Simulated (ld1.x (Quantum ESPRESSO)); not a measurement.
**What one change does to a pseudopotential (sulfur, TM)**

```
Element                 : sulfur (S)
Generator               : ld1.x (Quantum ESPRESSO) 7.5
Type                    : norm-conserving Troullier–Martins (Kleinman–Bylander form)
Functional              : PBEsol
Relativity              : scalar-relativistic
Frozen core             : [Ne]
Valence charge          : 6
Reference configuration : 3s2 3p3.5 (charge +0.5)
Partial waves           : 3p (bound): rc 1.25 bohr; 3d channel at -0.1 Ry: rc 1.25 bohr; 3s (bound): rc 1.30 bohr
Local potential         : the s channel
Core correction         : none
```

Change: functional LDA (PZ).

Cutoffs: the cutoffs (Ry, on a coarse ladder) from which the occupation-weighted sum of valence levels, in a spherical-Bessel basis at the reference potential, stays within 10 and 1 mRy of its value at 400 Ry; they do not see the model core or the augmentation charge, which bear on the density cutoff. Errors are all-electron minus pseudo energies relative to the spin-unpolarised reference configuration.

Problem. What does the change do?

Solution. The potential gets neither clearly harder nor softer (55 Ry and 110 Ry → 55 Ry and 110 Ry); the number of tests with a reliable result goes from 7 to 9; of the 7 tests that both files solve, the error grows in 6 and shrinks in 0 by more than 15 % and 0.3 meV (median size 1.8 → 2.4 meV); neither file shows a bound ghost.

| quantity | base | changed |
| --- | --- | --- |
| cutoff, loose | 55 Ry | 55 Ry |
| cutoff, tight | 110 Ry | 110 Ry |
| bound ghosts | none | none |
| error for 3s2 3p4, meV [ΔE -4.64 → -4.71 eV] | +1.0 | +1.2 |
| error for 3s2 3p3, meV [ΔE 7.09 → 7.15 eV] | +0.8 | +1.3 |
| error for 3s2 3p2, meV [ΔE 29.33 → 29.53 eV] | +15 | +24 |
| error for 3s2 3p1, meV [ΔE 63.33 → 63.68 eV] | +66 | +105 |
| error for 3s0 3p6, meV [ΔE 16.04 → 15.90 eV] | +4.1 | +9.8 |
| error for 3s1 3p5, meV [ΔE 5.64 → 5.53 eV] | +1.0 | +2.1 |
| error for 3s2 3p4.3, meV [ΔE -6.34 → -6.45 eV] | +1.8 | +2.4 |
| s: phases at 1.40 bohr within 0.05 rad from the reference energy up to (Ry; the scan ends near 5) | to the end of the scan | to the end of the scan |
| p: phases at 1.40 bohr within 0.05 rad from the reference energy up to (Ry; the scan ends near 5) | to the end of the scan | to the end of the scan |
| d: phases at 1.40 bohr within 0.05 rad from the reference energy up to (Ry; the scan ends near 5) | to the end of the scan | to the end of the scan |
